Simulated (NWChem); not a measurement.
System: C₂H₄AlF; SMILES C=[CH][AlH][F]

Input file for NWChem:

```
start job
memory heap 200 mb stack 900 mb global 1100 mb
geometry units angstroms noautosym nocenter noautoz
  Al    -0.382150     0.583100     0.000000
  H     -1.973508     0.642175     0.000000
  F      0.451566     2.043941     0.000000
  C      0.579485    -1.103316     0.000000
  C     -0.134627    -2.253180     0.000000
  H      1.682591    -1.187199     0.000000
  H      0.336150    -3.254183     0.000000
  H     -1.241386    -2.255683     0.000000
end
basis spherical
  Al library 6-31g*
  H library 6-31g*
  F library 6-31g*
  C library 6-31g*
end
dft
  xc b3lyp
  iterations 150
end
property
  response 1 0.0773
end
task dft property
```

The geometry was optimised at PBE-D3(BJ)/def2-SVP.

Field at 589 nm.

Question: What results follow from this input? (B3LYP/6-31G* (spherical d).) Quantities: isotropic polarisability (bohr³); anisotropy (bohr³).

Answer: 
```
Property                          Result
--------------------------------  ------
isotropic polarisability (bohr³)    43.8
anisotropy (bohr³)                  29.7
```
